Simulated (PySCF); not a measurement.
H2Zn. Atoms are numbered in the order given.

```xyz
3

Zn     0.0000     0.0000     0.0000
H      0.0000     0.0000    -1.5317
H      0.0000     0.0000     1.5317
```

Geometry optimised at r2SCAN-D4/def2-TZVPD. The isomer is the one that the SMILES or the coordinates give; other isomers of the formula were not compared.

Computed with B3LYP/def2-TZVPD (PySCF).

Mulliken values depend strongly on the basis, most of all with diffuse functions as here. ESP charges are fitted to the potential on shells at 1.4 to 2.0 van der Waals radii. Atomic charges (e):

```json
[
 {"atom": "Zn1", "ESP fit": "0.63", "IAO": "…", "Mulliken": "-0.10"},
 {"atom": "H2", "ESP fit": "-0.31", "IAO": "…", "Mulliken": "0.05"},
 {"atom": "H3", "ESP fit": "-0.31", "IAO": "…", "Mulliken": "0.05"}
]
```

Problem. What belongs in the gaps? (The exact figures need the calculation; the answer reports its results.)

Solution. 
- Zn1, IAO: 1.00
- H2, IAO: -0.50
- H3, IAO: -0.50
